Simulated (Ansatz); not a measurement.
Molecule: GeSe, charge 0, multiplicity 1. SMILES: [Ge]=[Se]
Geometry: optimised at B3LYP-D3(BJ)/def2-TZVP (Ansatz, a program for electronic structure).

Computed values are from Ansatz. Valence correlation only, unless marked. UHF or UKS for open shells. No spin-orbit coupling. Frozen are the shells of the preceding noble gas and the d and f shells that filled before the atom's block. No relativistic terms. Basis-set limits of correlation are two-point, X^-3; Hartree-Fock from the larger set (for Q and 5 zeta extrapolated as (X+1)exp(-9√X)).

```yaml
atomisation energy De: 119.6 kcal/mol at CCSD(T)/CBS(cc-pVQZ,cc-pV5Z)
vertical ionisation energy (to the doublet): 9.89 eV at CCSD(T)/CBS(aug-cc-pVTZ,aug-cc-pVQZ)
vertical electron affinity (to the doublet; negative means unbound): 0.66 eV at CCSD(T)/CBS(aug-cc-pVTZ,aug-cc-pVQZ)
total_energy: -4475.6398 Eh at CCSD(T)/CBS(cc-pVQZ,cc-pV5Z)
dipole_moment: 1.62 D at CCSD(T)/aug-cc-pVDZ
```

The T1 diagnostic of CCSD in the largest basis is 0.025, which is high, so the coupled-cluster rows are less sure than usual.
